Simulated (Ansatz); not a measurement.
Ansatz (a quantum-chemistry and plane-wave program) input (B3LYP-D3(BJ)/def2-TZVP):

Ansatz 0.2 input:
```yaml
crystal:
  periodic: [false, false, false]
  atoms:
    - {symbol: Si, position_ang: [0.31192638, 0.18347990, 0.15055381]}
    - {symbol: C, position_ang: [-1.54393221, 0.42977914, 0.17394080]}
    - {symbol: O, position_ang: [0.56794294, -1.34688846, -0.84570487]}
    - {symbol: O, position_ang: [1.21969966, 1.08681664, -0.80929981]}
    - {symbol: O, position_ang: [1.04389681, -0.41646728, 1.44122117]}
    - {symbol: H, position_ang: [-2.05777081, -0.41607196, 0.62329425]}
    - {symbol: H, position_ang: [-1.94738406, 0.56329848, -0.82644610]}
    - {symbol: H, position_ang: [-1.82476539, 1.30951913, 0.74722906]}
    - {symbol: H, position_ang: [1.04436292, -1.21419969, -1.67916357]}
    - {symbol: H, position_ang: [1.29604814, 2.03617256, -0.85617826]}
    - {symbol: H, position_ang: [1.08882595, -0.07008831, 2.32870705]}
    - {symbol: H, position_ang: [0.93532699, -2.09444250, -0.35006847]}
basis:
  gaussian:
    orbitals: def2-TZVP
hamiltonian:
  xc: b3lyp
  dispersion: d3bj
total_charge: 1
relax: {f_tol: 0.002, max_steps: 150}
```

End of the output:

```
these checks for a lower state are left out or cut short: starts, cluster_reference, orbital_swaps, neighbouring_geometries, increment
integrals: 0.12 GiB planned
1202 factors; their error is unknown
mean field: 1.07 GiB planned
mean field -15171.02859508 eV, -557.5250175765 hartree, gradient 1.5e-5 eV, S^2 0.000000; 0 other end points of the search recorded, 0 dependent functions left out
the calculation of the forces begins
reference -15171.02883690 eV, -557.5250264633 hartree; 25, 25 occupied and 178, 178 virtual orbitals, 1202 factors
relax step  10: F+E_penalty+E_count = -15171.42168055 eV  Δ(F+E_penalty+E_count) = +5.268e-4 eV  max|allowed force component| = 8.700e-2 eV/Å  Δτ_max = 0.0130 Å  (31 SCF iters, rejected (line search))
these checks for a lower state are left out or cut short: starts, cluster_reference, orbital_swaps, neighbouring_geometries, increment
integrals: 0.12 GiB planned
1202 factors; their error is unknown
mean field: 1.07 GiB planned
mean field -15171.02912286 eV, -557.5250369721 hartree, gradient 1.5e-5 eV, S^2 0.000000; 0 other end points of the search recorded, 0 dependent functions left out
the calculation of the forces begins
reference -15171.02936468 eV, -557.5250458589 hartree; 25, 25 occupied and 178, 178 virtual orbitals, 1202 factors
relax step  11: F+E_penalty+E_count = -15171.42226672 eV  Δ(F+E_penalty+E_count) = -5.935e-5 eV  max|allowed force component| = 7.069e-3 eV/Å  Δτ_max = 0.0064 Å  (32 SCF iters, accepted)
these checks for a lower state are left out or cut short: starts, cluster_reference, orbital_swaps, neighbouring_geometries, increment
integrals: 0.12 GiB planned
1202 factors; their error is unknown
mean field: 1.07 GiB planned
mean field -15171.02913341 eV, -557.5250373599 hartree, gradient 1.5e-5 eV, S^2 0.000000; 0 other end points of the search recorded, 0 dependent functions left out
the calculation of the forces begins
reference -15171.02937524 eV, -557.5250462471 hartree; 25, 25 occupied and 178, 178 virtual orbitals, 1202 factors
relax step  12: F+E_penalty+E_count = -15171.42227092 eV  Δ(F+E_penalty+E_count) = -4.193e-6 eV  max|allowed force component| = 7.668e-4 eV/Å  Δτ_max = 0.0007 Å  (33 SCF iters, accepted)
integrals: 0.12 GiB planned
1202 factors; their error is unknown
mean field: 1.07 GiB planned
mean field evaluation 96: about -15171.0035 eV, gradient 1.2e-4 eV
mean field -15171.02913341 eV, -557.5250373599 hartree, gradient 1.5e-5 eV, S^2 0.000000; 1 other end points of the search recorded, 0 dependent functions left out
the calculation of the forces begins
reference -15171.02937524 eV, -557.5250462471 hartree; 25, 25 occupied and 178, 178 virtual orbitals, 1202 factors
Total energy: -15171.42251275 eV, -557.5394937840 hartree
Atom 0 at     0.323607     0.159591     0.136571 Å, force    -0.000353    -0.000767    -0.000139 eV/Å
Atom 1 at    -1.478139     0.457703     0.196904 Å, force    -0.000238    -0.000128    -0.000005 eV/Å
Atom 2 at     0.624860    -1.354402    -0.846952 Å, force    -0.000285    -0.000153    -0.000421 eV/Å
Atom 3 at     1.215950     1.105076    -0.809368 Å, force    -0.000312     0.000241    -0.000009 eV/Å
Atom 4 at     1.041532    -0.414332     1.455615 Å, force    -0.000091     0.000121     0.000055 eV/Å
Atom 5 at    -1.998913    -0.377189     0.668537 Å, force     0.000336     0.000201    -0.000005 eV/Å
Atom 6 at    -1.886495     0.607081    -0.803913 Å, force     0.000369     0.000102     0.000044 eV/Å
Atom 7 at    -1.691029     1.356512     0.781682 Å, force    -0.000119     0.000151     0.000180 eV/Å
Atom 8 at     1.076848    -1.244598    -1.702011 Å, force     0.000144     0.000325     0.000380 eV/Å
Atom 9 at     1.075640     2.042202    -0.971946 Å, force     0.000254    -0.000104    -0.000300 eV/Å
Atom 10 at     0.857940    -0.157678     2.363711 Å, force     0.000059    -0.000120     0.000069 eV/Å
Atom 11 at     0.972376    -2.129058    -0.370745 Å, force     0.000236     0.000130     0.000150 eV/Å
Dipole moment:    -0.088874    -0.261000    -0.187842 e Å
```

It need not be the lowest isomer of its formula.
